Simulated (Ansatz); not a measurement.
Geometry optimisation, Ansatz, RKS B3LYP-D4/cc-pVDZ.

input.yaml

```yaml
crystal:
  periodic: [false, false, false]
  atoms:
    - { symbol: Al, position_ang: [0.072526, -0.639665, -0.422218] }
    - { symbol: Cl, position_ang: [-0.098372, 0.273016, 2.87656] }
    - { symbol: Cl, position_ang: [1.88456, 0.360674, -0.833001] }
    - { symbol: Cl, position_ang: [-1.781848, 0.090343, -1.119715] }
    - { symbol: "N", position_ang: [0.098899, -2.235919, 0.561841] }
    - { symbol: H, position_ang: [-0.693318, -2.876274, 0.506767] }
    - { symbol: H, position_ang: [0.967885, -2.761154, 0.657029] }
    - { symbol: H, position_ang: [-0.063132, -0.993521, 2.431636] }
basis:
  gaussian: { orbitals: cc-pVDZ }
hamiltonian:
  xc: b3lyp
  dispersion: d4
relax:
  f_tol: 0.03
  max_steps: 50
output:
  orbitals: {}
```

Run as:

```bash
$ ansatz run input.yaml --threads 2 --pin off --max-ram 3072MiB --backend cpu --events-out ev --progress --plain --runs-dir out
```

Q: Where does it end, and by what steps?

A: It converged. After 11 steps the energy has fallen by 2.205 eV; H8 moved furthest, 1.32 Å. Parted: Cl2–H8 (1.34 → 3.03 Å). Joined: Al1–Cl2 (3.43 → 2.15 Å), N5–H8 (2.25 → 1.02 Å).

```
step  energy less start (eV)  largest force component (eV/Å)  accepted
   0                  0.0000                           1.357       yes
   1                 -0.1342                           0.459       yes
   2                 -0.1996                           0.808       yes
   3                 -0.2898                           1.375       yes
   4                 -0.3610                           2.388       yes
   5                 -0.9858                           2.578       yes
   6                 -1.4756                           3.304       yes
   7                 -1.8999                           1.251       yes
   8                 -2.0958                           0.640       yes
   9                 -2.1718                           0.545       yes
  10                 -2.2018                           0.113       yes
  11                 -2.2046                           0.016       yes
```

```xyz
8
Properties=species:S:1:pos:R:3
Al 0.004 -0.128 0.306
Cl -0.176 0.820 2.223
Cl 1.887 0.089 -0.700
Cl -1.750 -0.142 -0.929
N 0.093 -2.089 0.864
H -0.688 -2.622 0.470
H 0.963 -2.527 0.543
H 0.054 -2.184 1.883
```

Whether the end is a true minimum wasn't checked by a vibrational analysis.

The run took 41 s on 2 threads of Arm Neoverse V2, with other jobs on the host, peak memory 0.25 GiB.
